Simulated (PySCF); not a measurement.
CH7FOSi2. Atoms are numbered in the order given.

```xyz
12

O     -1.6366     1.4972    -0.3251
Si    -1.6220     0.1783     0.7139
Si     0.6260    -0.4850     0.6731
C      1.2048    -0.3113    -1.1349
F      2.5549    -0.6239    -1.2477
H     -2.4862     1.9320    -0.4677
H     -2.5173    -0.9193     0.2166
H     -2.1028     0.5372     2.0880
H      0.7899    -1.8984     1.1314
H      1.4649     0.3987     1.5381
H      0.6255    -0.9761    -1.8026
H      1.0392     0.7252    -1.4820
```

The structure is a stationary point at r2SCAN-D4/def2-SVP. This is a generated structure with no PubChem entry under its InChIKey; it may be hypothetical. Other conformers were not sampled.

Calculation: TDA-M06-2X/def2-SVPD run with PySCF 2.14.0.

Vertical excitations. Gas-phase values at a fixed geometry.

```csv
state,energy (eV),λ (nm),f,main pairs
S1,6.36,195,0.033,HOMO→LUMO 87 %
S2,6.98,178,0.002,"HOMO−2→LUMO 54 %, HOMO−1→LUMO 33 %"
S3,7.32,169,0.050,"HOMO→LUMO+1 30 %, HOMO→LUMO+2 29 %, HOMO→LUMO+3 26 %"
S4,7.59,163,0.118,"HOMO→LUMO+1 56 %, HOMO→LUMO+2 17 %, HOMO→LUMO+3 10 %"
S5,7.71,161,0.045,"HOMO−1→LUMO 39 %, HOMO−2→LUMO 22 %, HOMO→LUMO+2 11 %, HOMO−1→LUMO+1 6 %"
S6,7.76,160,0.016,"HOMO→LUMO+2 35 %, HOMO→LUMO+3 20 %, HOMO−1→LUMO 10 %, HOMO−2→LUMO 6 %"
S7,8.12,153,0.193,"HOMO→LUMO+4 31 %, HOMO−1→LUMO+1 23 %, HOMO−2→LUMO+1 9 %, HOMO→LUMO+3 6 %"
S8,8.17,152,0.017,"HOMO−3→LUMO 38 %, HOMO−1→LUMO+3 11 %, HOMO−3→LUMO+1 9 %, HOMO→LUMO+4 9 %"
S9,8.30,149,0.017,"HOMO−1→LUMO+1 18 %, HOMO−3→LUMO 13 %, HOMO→LUMO+6 10 %, HOMO−1→LUMO+3 10 %"
S10,8.38,148,0.086,"HOMO→LUMO+5 22 %, HOMO→LUMO+6 16 %, HOMO−1→LUMO+2 12 %, HOMO→LUMO+4 8 %"
T1,5.81,213,0,HOMO→LUMO 81 %
T2,6.51,190,0,"HOMO→LUMO+1 31 %, HOMO→LUMO+3 29 %, HOMO→LUMO+2 21 %"
T3,6.70,185,0,"HOMO−2→LUMO 53 %, HOMO−1→LUMO 30 %"
T4,6.91,180,0,"HOMO→LUMO+1 40 %, HOMO→LUMO+3 25 %, HOMO→LUMO+2 8 %, HOMO→LUMO+8 7 %"
```
Triplets are in the Tamm–Dancoff approximation.
